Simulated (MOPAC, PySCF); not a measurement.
C4H9F3O3Sn, SMILES `C[O][Sn]([O]C)([C](F)(F)F)[O]C`, neutral singlet in the gas phase. In the def2 sets core potentials replace the inner electrons of Sn.

Cartesian coordinates (Å):
SMILES: C[O][Sn]([O]C)([O]C)[C](F)(F)F
```xyz
20

C      2.5515     1.0393     0.8772
O      1.6087     1.2203    -0.1521
Sn     0.1510    -0.0659    -0.4368
O     -0.3234    -0.6751     1.3819
C     -1.4289    -1.5098     1.6117
O     -1.3285     0.8919    -1.3050
C     -1.7619     2.1369    -0.8140
C      0.6581    -1.7844    -1.7186
F      0.8941    -1.4272    -2.9767
F      1.7509    -2.3923    -1.2500
F     -0.3354    -2.6772    -1.7204
H      3.1092     1.9825     0.9961
H      3.2839     0.2456     0.6388
H      2.0851     0.7938     1.8477
H     -1.4696    -1.7398     2.6890
H     -2.3882    -1.0331     1.3355
H     -1.3632    -2.4721     1.0693
H     -0.9372     2.8646    -0.7093
H     -2.2670     2.0511     0.1663
H     -2.4895     2.5510    -1.5306
```
Charge 0, spin multiplicity 1.

All levels are single points at this geometry (PBE0-D3(BJ)/def2-SVP); Pople sets use spherical d functions. Orbital energies aren't observables, and empty levels follow the basis.

PM3 in MOPAC gives gap (eV) = 8.83.

Estimate the gap (eV) from each of these levels: CAM-B3LYP-D3(BJ)/def2-SVP in PySCF; PBE0-D3(BJ)/def2-SVP in PySCF; B3LYP/6-31G* (LANL2DZ on Sn) in PySCF; AM1 in MOPAC; PM6 in MOPAC.


```csv
level,gap (eV)
CAM-B3LYP-D3(BJ)/def2-SVP in PySCF,9.07
PBE0-D3(BJ)/def2-SVP in PySCF,6.58
B3LYP/6-31G* (LANL2DZ on Sn) in PySCF,6.21
AM1 in MOPAC,8.83
PM6 in MOPAC,9.19
```
